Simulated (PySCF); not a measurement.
## Computed vibrations of [HfOF3]−

[HfOF3]− (singlet). PySCF 2.14.0, RKS PBE, Hf def2-SVP with ECP60, O def2-SVP, F def2-SVP; non-relativistic Hamiltonian with scalar-relativistic core potentials where named; density fitting; no spin-orbit coupling. Central differences of gradients.

```xyz
5

Hf    0.0784    0.0000    0.0000
O     1.9158    0.0000    0.0000
F    -0.1693    1.9872    0.0000
F    -2.0166    0.0000    0.0000
F    -0.1693   -1.9872    0.0000
```

Run from Python with OMP_NUM_THREADS=2. Where DIIS fails, smearing, a level shift and second-order steps follow.
It took 36 s on 2 threads of Arm Neoverse V1 (shared host).

Q: What are the harmonic wavenumbers and infrared intensities?

A: Modes are labelled in C2v; negative numbers are unstable modes, those under 60 cm⁻¹ near the noise; a finer grid moves soft modes by up to 10 cm⁻¹.
| cm⁻¹ | km/mol | symmetry |
| --- | --- | --- |
| -209 | – | b1 |
| -33 | – | b1 |
| 171 | 38.4 | b2 |
| 202 | 13.5 | a1 |
| 272 | 2.6 | b2 |
| 462 | 105.8 | a1 |
| 548 | 195.8 | b2 |
| 560 | 38.4 | a1 |
| 814 | 177.2 | a1 |

Q: Is this a minimum?

A: No: 2 unstable; the lowest moves the atoms so:
```
Hf   0.00  0.00 -0.04
O    0.00  0.00  0.66
F    0.00  0.00 -0.35
F    0.00  0.00  0.57
F    0.00  0.00 -0.35
```
